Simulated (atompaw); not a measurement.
An all-electron radial function and its pseudo partner (zinc)

Columns: radius, all-electron u(r) and pseudo u(r) of the 4p shell (level -15.69 eV) of zinc in the configuration [Ne] 3s2 3p6 3d10 4s0 4p0; LDA (PW92), scalar-relativistic, PAW (atompaw) scheme, atompaw 4.2.0.5.

```
r (bohr)  all-electron   pseudo
   0.046        0.0832  -0.0029
   0.092        0.1609  -0.0116
   0.138        0.1643  -0.0254
   0.185        0.1082  -0.0440
   0.231        0.0246  -0.0654
   0.277       -0.0645  -0.0888
   0.323       -0.1446  -0.1125
   0.369       -0.2084  -0.1352
   0.415       -0.2533  -0.1552
   0.462       -0.2798  -0.1714
   0.508       -0.2886  -0.1820
   0.554       -0.2830  -0.1862
   0.600       -0.2655  -0.1835
   0.646       -0.2388  -0.1734
   0.692       -0.2050  -0.1560
   0.738       -0.1660  -0.1316
   0.785       -0.1224  -0.1003
   0.831       -0.0774  -0.0643
   0.877       -0.0311  -0.0242
   0.923        0.0156   0.0188
   0.969        0.0622   0.0633
   1.015        0.1080   0.1083
   1.062        0.1537   0.1538
   1.108        0.1971   0.1971
   1.154        0.2388   0.2388
   1.200        0.2787   0.2787
```

Problem. How many radial nodes do the two functions have?

Solution. The all-electron 4p function has n − l − 1 = 2; the pseudo-wave has 1, since 1 lower shell of the same l stays in the valence.

Problem. Is the pseudo-wave norm-conserving?

Solution. No, it belongs to a PAW set: the norm inside the radius is not constrained, and the difference is carried by the augmentation charge.
